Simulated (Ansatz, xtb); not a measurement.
CH3GaN: which of two isomers lies lower

Structure X is `N[CH][Ga]`, a doublet and structure Y is `[CH2][NH][Ga]`, a doublet. Both are isolated molecules in the gas phase, relaxed with PBE0-D3(BJ)/def2-SVP; the shapes shown needn't be the lowest conformers.

X (Å):

| atom | x (Å) | y (Å) | z (Å) |
| --- | --- | --- | --- |
| C | -1.0348 | 2.1838 | 2.0246 |
| Ga | -0.1155 | 3.8107 | 1.2778 |
| N | -2.3362 | 1.8319 | 2.1450 |
| H | -0.3682 | 1.4003 | 2.4257 |
| H | -2.6387 | 0.9565 | 2.5540 |
| H | -3.0765 | 2.4418 | 1.8245 |

Y (Å):

```yaml
atoms:
  - { symbol: C, position_ang: [-1.3748, 1.9437, 2.8072] }
  - { symbol: Ga, position_ang: [-1.1351, 2.7093, -0.1307] }
  - { symbol: N, position_ang: [-1.8891, 2.1849, 1.5812] }
  - { symbol: H, position_ang: [-2.0129, 1.6531, 3.6440] }
  - { symbol: H, position_ang: [-0.2983, 2.0418, 2.9637] }
  - { symbol: H, position_ang: [-2.9028, 2.0614, 1.5577] }
```

Energies in hartree; the thermal terms are from PBE0-D3(BJ)/def2-SVP harmonic frequencies (ideal gas, rigid rotor, one conformer each, 298.15 K, 1 atm) and include the zero-point energy:

|  | X | Y |
| --- | --- | --- |
| E, CCSD(T)/def2-SVP | −2017.455119 | −2017.477623 |
| E, MP2/def2-SVP | −2017.416833 | −2017.439057 |
| E, MP2/def2-TZVPP | −2017.855088 | −2017.876788 |
| zero-point energy | 0.040387 | 0.039213 |
| H(298 K) − E | 0.046041 | 0.044699 |
| G(298 K) − E | 0.012205 | 0.011308 |

Question: Correct the CCSD(T) difference for the basis set by the MP2 change, then work out ΔE, ΔE₀, ΔH and ΔG for X → Y in kcal/mol (1 Eh = 627.51 kcal/mol) and the equilibrium ratio [Y]/[X].

Answer: 1. Differences Y − X: CCSD(T) −0.022504, MP2 in the small set −0.022224, MP2 in the large set −0.021700 Eh.
2. ΔE = −0.022504 + (−0.021700 − (−0.022224)) = −0.021980 Eh = −13.79 kcal/mol.
3. ΔE₀ = ΔE + ΔZPE = −0.021980 + (−0.001174) Eh = −14.53 kcal/mol.
4. ΔH = ΔE + (−0.001342) Eh = −14.63 kcal/mol.
5. ΔG = ΔE + (−0.000897) Eh = −14.36 kcal/mol, so ΔS = (ΔH − ΔG)/T = −3.9 J/(mol K).
6. kT = 0.9442 mEh, so K = [Y]/[X] = exp(−ΔG/kT) = exp(+24.23) ≈ 3.3 × 10^10.

Structure Y is favoured at this temperature. An error of 1 kcal/mol in ΔG would change K by a factor of 5.4. Mirror images and further conformers aren't counted.

As drawn, Y has 1 Ga–N, 1 C–H in place of 1 C–Ga, 1 N–H.

Other levels gave ΔE = −29.3 (GFN2-xTB); −24.8 (HF/STO-3G, GFN2-xTB geometries); −15.2 (r2SCAN-D4/def2-SVP, GFN2-xTB geometries); −13.0 (PBE0-D3(BJ)/def2-SVP); −13.8 (HF/def2-SVP); −13.9 (MP2/def2-SVP); −14.1 (CCSD(T)/def2-SVP) kcal/mol. Open shells are spin-unrestricted. The correlated steps freeze 11 core orbitals; the filled d shell of Ga is correlated, in a basis made for valence electrons. Programs: Ansatz 0.2.0, xtb 6.7.1.
